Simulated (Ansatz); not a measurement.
An input meant for the cluster Li₆Te₂⁻ (charge -1, doublet).

```yaml
crystal:
  periodic: [false, false, false]
  atoms:
    - {symbol: Li, position_ang: [0.478182, -2.154225, -0.981793]}
    - {symbol: Li, position_ang: [0.443417, 1.122957, -1.486064]}
    - {symbol: Li, position_ang: [-0.762004, -0.330451, 0.759732]}
    - {symbol: Li, position_ang: [1.751606, 0.648249, 1.529625]}
    - {symbol: Li, position_ang: [1.714582, -2.472735, 1.897954]}
    - {symbol: Li, position_ang: [-2.119129, 1.565557, -0.670656]}
    - {symbol: Te, position_ang: [-1.442676, -0.698925, -1.869093]}
    - {symbol: Te, position_ang: [-0.063978, 2.319573, 0.820286]}
basis:
  gaussian: {orbitals: def2-SVPD}
total_charge: -1
magnetization: {spin_polarized: true, initial_magnetization: 1}
hamiltonian: {xc: {name: wB97X-D}}
scf: {omitted_lower_state_checks: [starts]}
output: {forces: true}
```

```sh
$ ansatz run in.yaml --threads 4 --pin off --events-out ev --progress --plain --max-ram 3916MiB
```

Shortened log:

```
Error: YAML parse error: error: line 16 column 19: hamiltonian.xc: no functional is named "wB97X-D"; the names, which are not case-sensitive, are SVWN5, SPW92, PBE, PBE0, PBEsol, revPBE, revPBE0, RPBE, rPW86-PBE, HSE06, wPBEh, LC-wPBE, HISS, HF, BLYP, B3LYP, B3LYP5, BHLYP, CAM-B3LYP, r2SCAN, r2SCANh, r2SCAN0, r2SCAN50, m-r2SCAN, B97, wB97, wB97X, wB97X-V, B97M-V, wB97M-V, B2PLYP, B2GP-PLYP, PBE0-DH, PBE-QIDH
14 | total_charge: -1
15 | magnetization: {spin_polarized: true, initial_magnetization: 1}
16 | hamiltonian: {xc: {name: wB97X-D}}
17 | scf: {omitted_lower_state_checks: [starts]}
18 | output: {forces: true}
```

Question: Something in this input is off. What?

Answer: The method's name isn't one that the program takes here. The program refused the input.
